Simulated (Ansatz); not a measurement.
Calculated with Ansatz (gas phase, PBE0-D4/def2-TZVP geometries, no zero-point term in ΔE). CBS: MP2 limit from def2 TZ/QZ plus the TZ coupled-cluster correction, frozen cores. Functionals use def2-TZVPP. B3LYP here is the variant with VWN-RPA as its local correlation; programs differ in this. def2 core potentials past Kr. For As, In outer-core shells are correlated without core-valence functions, which leaves a few kJ/mol of doubt a bond. Scalar relativity is left out up to krypton. Each species was taken in one conformer, which may not be the lowest.

`[OH][In]([OH])[OH]` + arsine → `[OH][In-]([OH])([OH])[AsH3+]`  (adduct formation)

| level | ΔE (kcal/mol) | difference from CCSD(T)/CBS |
| --- | --- | --- |
| LDA (SPW92) | -12.4 | -1.0 |
| revPBE-D4 | -7.9 | 3.5 |
| BLYP-D4 | -7.8 | 3.6 |
| B97M-V | -9.4 | 2.0 |
| B3LYP-D4 | -9.4 | 2.0 |
| BHLYP-D4 | -11.7 | -0.3 |
| revPBE | -4.2 | 7.2 |
| PBE0 | -8.6 | 2.8 |
| BHLYP | -8.3 | 3.1 |
| CCSD/def2-SVP | -8.9 | 2.5 |
| CCSD(T)/def2-SVP | -9.0 | 2.4 |
| CCSD/def2-TZVPP | -9.8 | 1.6 |
| CCSD(T)/def2-TZVPP | -10.1 | 1.3 |
| MP2/def2-QZVPP | -11.9 | -0.5 |
| HF/CBS(def2) | -7.3 | 4.1 |
| MP2/CBS(def2) | -12.5 | -1.1 |
| CCSD(T)/CBS | -11.4 | 0 |

Largest T1 diagnostic among the species: 0.017.

Leaving LDA and LC-ωPBE aside and taking each functional with its dispersion term where it has one, the values spread over 3.9 kcal/mol, from BHLYP-D4 to BLYP-D4. LDA lies −5.3 kcal/mol from PBE without D4. From PBE to PBE0 (25 % exact exchange), in def2-TZVPP and without D4, ΔE moves by −1.5 kcal/mol.
